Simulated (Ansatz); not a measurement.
This singlet lies 2.77 eV below the relaxed triplet at the level frozen-core CCSD(T)/cc-pVTZ // B3LYP-D3(BJ)/def2-TZVP (Ansatz, a first-principles code).

Species: HClGeO, SMILES `[OH][Ge][Cl]` (lower singlet; H–O–Ge–Cl torsion 180°) (charge 0, multiplicity 1).

### Question
Give a relaxed geometry from B3LYP-D3(BJ)/def2-TZVP (Ansatz).

### Answer
Several could match; the one computed here: the end point of this relaxation, one of several conformers (outside a Z-matrix the atoms follow the SMILES, hydrogens last).
Z-matrix (Å, degrees):
```
O
H 1 0.9654
Ge 1 1.7959 2 113.13
Cl 3 2.2059 1 96.32 2 -179.93
```
